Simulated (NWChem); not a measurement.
Species: C$_{2}$H$_{4}$N cation; SMILES CC#[NH+]

Results from NWChem. Pople sets run with spherical d functions. Geometry: optimised at PBE0/def2-SVP. Level: M06-2X/6-31G* with SMD (1 M gas to 1 M solution), gas-phase geometry. Reactions with the solvent are ignored.

Question: Estimate the computed values for solvent tetrahydrofuran. Quantities: solvation free energy (kcal/mol); cavity-dispersion-structure term (kcal/mol).

Answer: 
```yaml
solvation free energy (kcal/mol): -59.8
cavity-dispersion-structure term (kcal/mol): 0.6
```
